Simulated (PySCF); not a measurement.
Mo(S)2(OH)2 (H2MoO2S2), SMILES [OH][Mo]([OH])(=[S])=[S], multiplicity 1. Atoms are numbered in the order given.

```xyz
7

Mo     0.0000     0.0000     0.2331
S     -1.6961     0.0000    -1.0193
S      1.6961     0.0000    -1.0193
O      0.0000     1.5108     1.2942
H      0.0000     2.4462     1.0600
O      0.0000    -1.5108     1.2942
H      0.0000    -2.4462     1.0600
```

Geometry optimised at PBE0-D3(BJ)/def2-SVP. A frequency run showed that this geometry is not a minimum. The spin state was assumed, not searched. The structure was generated by enumeration; whether it is a known compound was not checked. The def2 effective core potentials stand for the cores of Mo; spin–orbit coupling is left out. One conformer was computed; it need not be the lowest.

Method: PySCF with PBE/def2-TZVP.

ESP charges are fitted to the potential on shells at 1.4 to 2.0 van der Waals radii. Atomic charges (e):

```
atom  ESP fit  Mulliken  Löwdin
----  -------  --------  ------
Mo1      0.35      1.27     ___
S2      -0.17     -0.36     ___
S3      -0.17     -0.36     ___
O4      -0.38     -0.63     ___
H5       0.38      0.35     ___
O6      -0.38     -0.63     ___
H7       0.38      0.35     ___
```

Task: Fill in the missing entries. (Estimate from the structure and the level; the computed values follow.)

Result: 
- Mo1, Löwdin: -0.13
- S2, Löwdin: 0.13
- S3, Löwdin: 0.13
- O4, Löwdin: -0.24
- H5, Löwdin: 0.18
- O6, Löwdin: -0.24
- H7, Löwdin: 0.18
